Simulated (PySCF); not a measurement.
C4H11ClOSi2.
Numbering: `[CH3:1][Si@:2]1([CH2:3][Cl:4])[CH2:5][CH2:6][SiH2:7][O:8]1`

Structure used (PBE0-D3(BJ)/def2-SVP), in Å, numbered top down from 1:
```
atom  x, y, z in Å
C1     1.2119    1.6969    0.8788
Si2    0.6428    0.0573    0.2017
C3     2.1425   -0.9896   -0.2657
Cl4    2.9428   -0.1816   -1.6587
C5    -0.6047    0.1535   -1.2199
C6    -2.0178    0.0833   -0.5981
Si7   -1.8843   -1.0342    0.9274
O8    -0.2744   -0.7862    1.3392
H9     1.8974    2.1823    0.1673
H10    0.3615    2.3716    1.0603
H11    1.7461    1.5574    1.8318
H12    1.8597   -2.0044   -0.5811
H13    2.8815   -1.0756    0.5440
H14   -0.4725    1.0385   -1.8618
H15   -0.4274   -0.7226   -1.8686
H16   -2.3313    1.0829   -0.2496
H17   -2.7808   -0.2451   -1.3220
H18   -2.1226   -2.4785    0.6207
H19   -2.7792   -0.6338    2.0526
```

Probes without a nucleus sit at each ring's centroid and 1 Å off its mean plane on both sides; NICS is minus the shielding there, NICSzz its component along the normal. Level: GIAO HF/pcSseg-1 (PySCF, non-relativistic, gas phase) on the PBE0-D3(BJ)/def2-SVP geometry, one conformer.

Ring bond lengths (Å): Si2–C5 1.894, C5–C6 1.545, C6–Si7 1.896, Si7–O8 1.680, O8–Si2 1.687.

Problem. Give the NICS values of each ring in ppm.

Solution. 
| ring | type | NICS(0) | NICS(1), two faces | NICS(1)zz, two faces | rms pucker (Å) | centre to ring atoms, mean (Å) |
| --- | --- | --- | --- | --- | --- | --- |
| Si2–C5–C6–Si7–O8 | 5-membered ring with O and 2 Si; formal bonds all single | -4.6 | -2.7 / -2.8 | -1.0 / -1.2 | 0.16 | 1.47 |

Problem. What can be read from them?

Solution. 
- Si2–C5–C6–Si7–O8: mean NICS(1)zz -1.1 ppm, near zero. Si2, C5, C6, Si7 have four or more neighbours, and the NICS criterion for π rings isn't applied.

Problem. List the ring angles.

Solution. 
- Si2–C5–C6–Si7–O8: Si2 100.0°, C5 107.3°, C6 106.6°, Si7 100.2°, O8 115.4°; sum 529.6° against 540° for a flat convex ring.

Problem. How shielded are the nuclei of the rings and their hydrogens (means over atoms taken as equivalent)?

Solution. 
```json
{"atoms": "Si2", "environment": "oxygen-bound silicon", "σ isotropic (ppm)": "374.4", "principal values of the symmetric part, first atom (ppm)": "344.9, 384.2, 394.2"}
{"atoms": "C5", "environment": "sp3 carbon bound to silicon", "σ isotropic (ppm)": "186.2", "principal values of the symmetric part, first atom (ppm)": "181.9, 185.3, 191.3"}
{"atoms": "C6", "environment": "sp3 carbon bound to silicon", "σ isotropic (ppm)": "186.8", "principal values of the symmetric part, first atom (ppm)": "177.3, 184.9, 198.4"}
{"atoms": "Si7", "environment": "oxygen-bound silicon", "σ isotropic (ppm)": "402.4", "principal values of the symmetric part, first atom (ppm)": "358.9, 396.7, 451.7"}
{"atoms": "O8", "environment": "siloxane oxygen", "σ isotropic (ppm)": "301.0", "principal values of the symmetric part, first atom (ppm)": "253.3, 316.2, 333.5"}
{"atoms": "H14", "environment": "methylene hydrogen", "σ isotropic (ppm)": "30.75", "principal values of the symmetric part, first atom (ppm)": "25.3, 29.3, 37.6"}
{"atoms": "H15", "environment": "methylene hydrogen", "σ isotropic (ppm)": "31.31", "principal values of the symmetric part, first atom (ppm)": "25.3, 30.5, 38.1"}
{"atoms": "H16", "environment": "methylene hydrogen", "σ isotropic (ppm)": "31.10", "principal values of the symmetric part, first atom (ppm)": "26.3, 28.2, 38.8"}
{"atoms": "H17", "environment": "methylene hydrogen", "σ isotropic (ppm)": "30.92", "principal values of the symmetric part, first atom (ppm)": "25.2, 27.8, 39.8"}
{"atoms": "H18", "environment": "Si–H hydrogen", "σ isotropic (ppm)": "27.32", "principal values of the symmetric part, first atom (ppm)": "23.8, 24.7, 33.5"}
{"atoms": "H19", "environment": "Si–H hydrogen", "σ isotropic (ppm)": "27.17", "principal values of the symmetric part, first atom (ppm)": "23.7, 24.5, 33.4"}
```

Problem. How do the values depend on the level or the medium?

Solution. 
| level | NICS(0), Si2–C5–C6–Si7–O8 | mean NICS(1)zz, Si2–C5–C6–Si7–O8 |
| --- | --- | --- |
| HF/pcSseg-1, gas | -4.6 | -1.1 |
| PBE0/pcSseg-1, gas | -5.0 | -1.7 |
| PBE0/pcSseg-1, IEF-PCM acetonitrile | -5.0 | -1.6 |
| PBE0/pcSseg-1, IEF-PCM water | -5.0 | -1.6 |

The geometry is the same throughout; the continuum's cavity takes Bondi-type radii × 1.2.
